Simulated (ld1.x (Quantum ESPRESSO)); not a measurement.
## Which change was made? (Sb, TM)

| Item | Value |
| --- | --- |
| Element | antimony |
| Generator | ld1.x (Quantum ESPRESSO) 7.5 |
| Type | norm-conserving Troullier–Martins (Kleinman–Bylander form) |
| Functional | LDA (PZ) |
| Relativity | non-relativistic |
| Frozen core | [Kr] 4d10 |
| Valence charge | 5 |
| Reference configuration | 5s1.5 5p3.5 |
| Partial waves | 5s (bound): rc 2.15 bohr; 5p (bound): rc 2.30 bohr |
| Local potential | all-electron potential smoothed inside 2.30 bohr (lloc = -1) |
| Core correction | Bessel-smoothed model core inside 1.25 bohr |

Cutoffs, loose and tight: the cutoffs (Ry, on a coarse ladder) from which the occupation-weighted sum of valence levels, in a spherical-Bessel basis at the reference potential, stays within 10 and 1 mRy of its value at 400 Ry. They do not see the model core or the augmentation charge, which bear on the density cutoff. Test errors are all-electron minus pseudo excitation energies from the reference, over the configurations 5s2 5p3; 5s2 5p2; 5s2 5p1; 5s1 5p0; 5s0 5p5; 5s1 5p4; 5s2 5p3.3 (two spin-polarised tests are not counted in the largest error); variants that change the core or the reference have their own tests.

The base gives: outcome: generated; cutoff, loose: 18 Ry; cutoff, tight: 30 Ry; bound ghosts: none; largest test error (meV): -272.

Question: After one change the result is: outcome: generated; cutoff, loose: 12 Ry; cutoff, tight: 30 Ry; bound ghosts: none; largest test error (meV): -490. Which change was it?
A. wave 5p (bound): rc 2.30 bohr becomes 5p (bound): rc 1.44 bohr
B. wave 5p (bound): rc 2.30 bohr becomes 5p (bound): rc 1.64 bohr
C. wave 5p (bound): rc 2.30 bohr becomes 5p (bound): rc 3.20 bohr
D. wave 5p (bound): rc 2.30 bohr becomes 5p (bound): rc 1.92 bohr

Answer: C. The others give: wave 5p (bound): rc 2.30 bohr becomes 5p (bound): rc 1.64 bohr → outcome: generated; cutoff, loose: 45 Ry; cutoff, tight: 110 Ry; bound ghosts: none; largest test error (meV): -342 | wave 5p (bound): rc 2.30 bohr becomes 5p (bound): rc 1.92 bohr → outcome: generated; cutoff, loose: 25 Ry; cutoff, tight: 50 Ry; bound ghosts: none; largest test error (meV): -292 | wave 5p (bound): rc 2.30 bohr becomes 5p (bound): rc 1.44 bohr → outcome: generated; cutoff, loose: 140 Ry; cutoff, tight: 160 Ry; bound ghosts: p; largest test error (meV): -465.
